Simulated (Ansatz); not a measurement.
Reaction (cleavage of the Ga–B bond): `[BH2][GaH2]` + `[SiH3]CS` → `[SiH3]C[S][GaH2]` + BH₃

Gas-phase electronic energies from Ansatz, PBE0-D4/def2-TZVP geometries. CCSD(T)/CBS is the MP2 limit (def2-TZVPP, def2-QZVPP) plus CCSD(T) − MP2 in def2-TZVPP, frozen cores. This one scheme is used for every species. DFT in def2-TZVPP. B3LYP here is the variant with VWN-RPA as its local correlation; programs differ in this. HSE06 is defined as in plane-wave codes. For Ga outer-core shells are correlated without core-valence functions, which leaves a few kJ/mol of doubt a bond. Scalar relativity is left out up to krypton. Each species was taken in one conformer, which may not be the lowest.

| level | ΔE (kJ/mol) | difference from CCSD(T)/CBS |
| --- | --- | --- |
| LDA (SPW92) | -98.3 | 14.2 |
| PBE-D4 | -103.6 | 8.9 |
| BLYP-D4 | -111.2 | 1.3 |
| r2SCAN-D4 | -109.3 | 3.2 |
| B97M-V | -105.8 | 6.7 |
| B3LYP-D4 | -112.9 | -0.4 |
| r2SCANh-D4 | -110.2 | 2.3 |
| r2SCAN0-D4 | -111.3 | 1.2 |
| HSE06-D4 | -107.4 | 5.1 |
| BHLYP-D4 | -118.4 | -5.9 |
| CAM-B3LYP-D4 | -109.3 | 3.2 |
| ωB97X-V | -107.5 | 5.0 |
| ωB97M-V | -109.1 | 3.4 |
| B2PLYP | -111.0 | 1.5 |
| PBE-QIDH | -112.3 | 0.2 |
| PBE | -97.6 | 14.9 |
| revPBE | -95.4 | 17.1 |
| BLYP | -99.4 | 13.1 |
| r2SCAN | -107.8 | 4.7 |
| PBE0 | -101.8 | 10.7 |
| B3LYP | -103.0 | 9.5 |
| r2SCANh | -108.5 | 4.0 |
| HSE06 | -102.1 | 10.4 |
| BHLYP | -108.2 | 4.3 |
| CAM-B3LYP | -103.4 | 9.1 |
| LC-ωPBE | -99.9 | 12.6 |
| RPA@PBE/def2-TZVPP | -108.9 | 3.6 |
| MP2/def2-SVP | -123.1 | -10.6 |
| CCSD/def2-SVP | -112.2 | 0.3 |
| CCSD(T)/def2-SVP | -114.9 | -2.4 |
| HF/def2-TZVPP | -113.4 | -0.9 |
| MP2/def2-TZVPP | -121.4 | -8.9 |
| SCS-MP2/def2-TZVPP | -117.7 | -5.2 |
| CCSD/def2-TZVPP | -108.2 | 4.3 |
| CCSD(T)/def2-TZVPP | -111.0 | 1.5 |
| MP2/def2-QZVPP | -122.1 | -9.6 |
| SCS-MP2/def2-QZVPP | -118.4 | -5.9 |
| HF/CBS(def2) | -112.6 | -0.1 |
| MP2/CBS(def2) | -123.0 | -10.5 |
| CCSD/CBS(def2) | -109.7 | 2.8 |
| CCSD(T)/CBS | -112.5 | 0 |

Largest T1 diagnostic among the species: 0.014.

From BLYP to BHLYP (50 % exact exchange), in def2-TZVPP and without D4, ΔE moves by −8.8 kJ/mol. The D4 term adds −9.9 kJ/mol with B3LYP and −5.5 kJ/mol with PBE0; it sums over pairs of atoms, weighted by their polarisabilities, and B3LYP, whose exchange is more repulsive, gets the larger term.
